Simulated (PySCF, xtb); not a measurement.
Cr(OH) (CrHO), SMILES [OH][Cr] (connectivity only; charge and spin as stated), neutral, multiplicity 6.

Harmonic wavenumbers (cm⁻¹) from GFN2-xTB (xtb) at its own minimum, in rising order: 448, 566, 3432.

### Question
What does PySCF with PBE-D3(BJ)/def2-TZVP give at its own minimum? (An estimate is asked for; the answer gives what the named calculation found.)

### Answer
633, 645, 3688. Paired by order, the mean absolute difference is 173 cm⁻¹ and the zero-point energies are 6.4 and 7.1 kcal/mol.
